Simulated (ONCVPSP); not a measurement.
# iridium (Ir), ONCV: configuration errors across variants

```
Element                 : Ir
Generator               : ONCVPSP 4.0.1
Type                    : optimised norm-conserving Vanderbilt (ONCV)
Functional              : LDA (Perdew-Wang 92)
Relativity              : scalar-relativistic
Frozen core             : [Kr] 4d10 4f14
Valence charge          : 17
Reference configuration : 5s2 5p6 5d8 6s1
Partial waves           : 5s+6s: rc 1.55 bohr, ncon 3, nbas 7, qcut 8.7 1/bohr, 2 projectors; 5p: rc 1.90 bohr, ncon 4, nbas 7, qcut 5.8 1/bohr, 2 projectors, debl 2.1 Ha; 5d: rc 2.30 bohr, ncon 3, nbas 8, qcut 6.8 1/bohr, 2 projectors, debl 3 Ha; f scattering state at 0.08 Ha: rc 2.25 bohr, ncon 4, nbas 8, qcut 5.4 1/bohr, 1 projector
Local potential         : polynomial inside 1.50 bohr (lpopt 3, dvloc0 6 Ha)
Core correction         : none
```

All-electron excitation energies from the reference (eV): (1) 5s2 5p6 5d7 6s2 0.283; (2) 5s2 5p6 5d7 6s1 10.460; (3) 5s2 5p6 5d7 6s0 28.303; (4) 5s2 5p6 5d7 6s1.5 4.455.

A true bound ghost makes a file unfit for plane-wave use even where its test errors are small: the radial tests pick states by their node count and pass the ghost by.

Errors AE − PS in meV (a dash: test not solved or not reliable):

| change | (1) | (2) | (3) | (4) | bound ghosts | GHOST(+) flags above zero |
| --- | --- | --- | --- | --- | --- | --- |
| base | +8.5 | +2.5 | -5.1 | +5.7 | s | none |
| p: rc 1.4; local potential polynomial inside 1.40 bohr (lpopt 3, dvloc0 6 Ha) | +8.5 | +2.6 | -5.1 | +5.7 | none | none |
| p: rc 1.68 | +8.5 | +2.5 | -5.1 | +5.7 | s | none |
| p: rc 1.96 | +8.5 | +2.5 | -5.1 | +5.7 | s | none |
| p: rc 2.16 | +8.5 | +2.5 | -5.2 | +5.7 | s | none |
| p: rc 2.66 | +8.4 | +2.2 | -6.6 | +5.6 | s | none |

Question: Give the same row for: p: rc 2.4.

Answer: +8.4, +2.3, -5.6, +5.5; bound ghosts: s; GHOST(+) flags above zero: none.
